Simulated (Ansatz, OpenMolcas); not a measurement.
## AlCl3 (SMILES Cl[Al](Cl)Cl): methods side by side

AlCl3, singlet, SMILES `Cl[Al](Cl)Cl`. Each level relaxes the structure for itself.

Quantity: the zero-point energy at each level's own minimum, in kJ/mol. The values are calculated.

```
                          level            kind     program  value (kJ/mol)
                       HF/3-21G    Hartree–Fock  OpenMolcas            12.3
HF/6-31G* (Cartesian functions)    Hartree–Fock  OpenMolcas            13.2
                     HF/cc-pVTZ    Hartree–Fock  OpenMolcas            13.2
              PBE0-D4/def2-TZVP   global hybrid      Ansatz            12.7
              CASSCF(4,4)/6-31G  multireference  OpenMolcas            11.7
```

Harmonic and unscaled. The values span 11.7 to 13.2 kJ/mol.
